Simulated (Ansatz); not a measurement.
`[OH][GeH2][S]S` + `N[SiH](O)F` → `[OH][GeH2][NH][SiH](O)F` + `SS`  (ligand exchange at a Ge–S bond)

Calculated with Ansatz (gas phase, PBE0-D4/def2-TZVP geometries, no zero-point term in ΔE). CBS: MP2 limit from def2 TZ/QZ plus the TZ coupled-cluster correction, frozen cores. This one scheme is used for every species. DFT in def2-TZVPP. B3LYP here is the variant with VWN-RPA as its local correlation; programs differ in this. For Ge outer-core shells are correlated without core-valence functions, which leaves a few kJ/mol of doubt a bond. Scalar relativity is left out up to krypton. One conformer a species, not always the lowest.

```tsv
level	ΔE (kJ/mol)	difference from CCSD(T)/CBS
PBE-D4	29.0	9.3
r2SCAN-D4	25.3	5.6
PBE0-D4	26.2	6.5
B3LYP-D4	22.5	2.8
ωB97X-V	18.0	-1.7
ωB97M-V	19.8	0.1
B2PLYP	21.5	1.8
PBE	30.4	10.7
r2SCAN	25.9	6.2
PBE0	27.4	7.7
B3LYP	24.4	4.7
HF/def2-TZVPP	18.2	-1.5
MP2/def2-TZVPP	19.0	-0.7
SCS-MP2/def2-TZVPP	16.8	-2.9
CCSD/def2-TZVPP	14.4	-5.3
CCSD(T)/def2-TZVPP	15.3	-4.4
HF/def2-QZVPP	17.7	-2.0
MP2/def2-QZVPP	21.4	1.7
SCS-MP2/def2-QZVPP	19.1	-0.6
HF/CBS(def2)	17.7	-2.0
MP2/CBS(def2)	23.4	3.7
CCSD/CBS(def2)	18.8	-0.9
CCSD(T)/CBS	19.7	0
```

Largest T1 diagnostic among the species: 0.012.

From PBE to PBE0 (25 % exact exchange), in def2-TZVPP and without D4, ΔE moves by −3.0 kJ/mol.
